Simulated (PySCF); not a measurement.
Si(H)2(OMe)(NH2) (CH₇NOSi), SMILES [SiH2](N)OC.

The structure is a stationary point at B3LYP-D3(BJ)/def2-SVP. Other conformers were not sampled.

All values below come from PBE/def2-TZVP in PySCF.

Gas-phase values at a fixed geometry.

```json
{
  "total_energy": "-461.56420 hartree",
  "point_group": "Cs",
  "highest_occupied_level": "-6.32 eV",
  "lowest_empty_level": "-0.15 eV",
  "orbital_gap": "6.17 eV",
  "dipole_moment": "0.61 D",
  "quadrupole, principal values (traceless, Buckingham form, about the centre of nuclear charge)": "-6.55, -0.46, 7.02 D·Å",
  "mean_static_polarisability": "51.8 bohr³ (7.67 Å³)",
  "polarisability_principal_values": "46.9, 47.4, 61.0 bohr³"
}
```
